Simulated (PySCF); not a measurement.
Compound: C4H9OSi (doublet state).
Z-matrix (Å and degrees, GFN2-xTB geometry), rows numbered from 1:
```
Si
C   1  1.8441
C   2  1.4893  1  127.95
C   3  1.5352  2  102.49  1   169.10
O   4  1.4132  3  105.87  2    26.97
C   5  1.4133  4  107.39  3   -32.39
H   1  1.4633  2  107.76  3   -14.76
H   1  1.4679  2  109.53  3  -135.26
H   1  1.4713  2  111.84  3   105.39
H   3  1.0966  2  110.55  1   -72.89
H   3  1.0909  2  113.06  1    47.45
H   4  1.0905  3  113.98  2   145.09
H   4  1.1011  3  110.16  2   -91.88
H   6  1.1065  2  110.40  1   -67.36
H   6  1.0963  2  113.41  1    52.83
```

The hyperfine couplings belong to this conformer and change with its torsions.

As a line formula: `[SiH3][C]1CCOC1` [radical].

The calculation used PySCF, UKS B3LYP, pcH-1 on C H O Si, non-relativistic, mean-field spin-orbit, GIAO. Isolated species at its GFN2-xTB geometry (one conformer only). Couplings are sensitive to structure, and on GFN2-xTB geometries they can be far from those on DFT ones. Stability of the SCF solution: not tested.

(1) The isotropic 13C couplings are +81.7, -32.0, -29.9, +1.8 MHz. Assign them to C2; C3; C4; C6.

(2) Match the computed a_iso(1H) values +107.1, +103.8, +37.7, -1.2 MHz (means over equivalent nuclei) with the sites H7/H8/H9; H10/H11; H12/H13; H14/H15.

Answers

(1) 
```
site  a_iso (MHz)  ρ(0) (bohr⁻³)                 position  distance from C2 (Å)  spin population  largest |T| (MHz)
  C2        +81.7        +0.0728  largest spin population                  0.00            +0.96              149.4
  C3        -29.9        -0.0266           1 bond from C2                  1.49            -0.09                2.6
  C4         +1.8        +0.0016          2 bonds from C2                  2.36            +0.01                1.8
  C6        -32.0        -0.0285           1 bond from C2                  1.49            -0.08                2.3
```

(2) 
```json
{"site": "H7/H8/H9", "a_iso (MHz)": "+37.7", "ρ(0) (bohr⁻³)": "+0.0084", "position": "β, 2 bonds from C2", "distance from C2 (Å)": "2.72", "bound to": "Si1", "spin population there": "-0.03", "largest |T| (MHz)": "5.6"}
{"site": "H10/H11", "a_iso (MHz)": "+103.8", "ρ(0) (bohr⁻³)": "+0.0232", "position": "β, 2 bonds from C2", "distance from C2 (Å)": "2.15", "bound to": "C3", "spin population there": "-0.09", "largest |T| (MHz)": "8.5"}
{"site": "H12/H13", "a_iso (MHz)": "-1.2", "ρ(0) (bohr⁻³)": "-0.0003", "position": "γ, 3 bonds from C2", "distance from C2 (Å)": "3.08", "bound to": "C4", "spin population there": "+0.01", "largest |T| (MHz)": "4.2"}
{"site": "H14/H15", "a_iso (MHz)": "+107.1", "ρ(0) (bohr⁻³)": "+0.0240", "position": "β, 2 bonds from C2", "distance from C2 (Å)": "2.16", "bound to": "C6", "spin population there": "-0.08", "largest |T| (MHz)": "8.4"}
```

ρ(0) is the spin density at the nucleus and T the dipolar tensor; a_iso includes a spin–orbit part; entries for several nuclei are means. The Mulliken spin populations are largest on C2 (+0.96), C3 (-0.09) and C6 (-0.08). No atom but C2 exceeds +0.15. The positive populations add up to 1.20 and the negative ones to -0.20, together 2S = 1. The angles at C2 add up to 360.0°, so it is planar.

Examples of negative spin density at the nucleus (bohr⁻³): Si1 (-0.0506), C6 (-0.0285) and C3 (-0.0266).

Nuclei that the bonding pattern makes equivalent are averaged, as if the motion that swaps them (rotation, inversion, ring flip) were fast. The three 1H nuclei of mean +37.7 MHz run from 2.4 to 70.4 MHz in the frozen geometry. The 1H value of +103.8 MHz is a mean of couplings from 71.3 to 136.3 MHz in this one geometry, not an average over conformers. The 1H value of +107.1 MHz is a mean of couplings from 94.2 to 120.1 MHz in this one geometry, not an average over conformers.

Time: 51 s of wall time (grids of density and orbitals included); peak memory 0.98 GiB. Hardware: an Arm Neoverse V2 with one thread, no GPU, shared host with 96 logical CPUs at a one-minute load of 35.
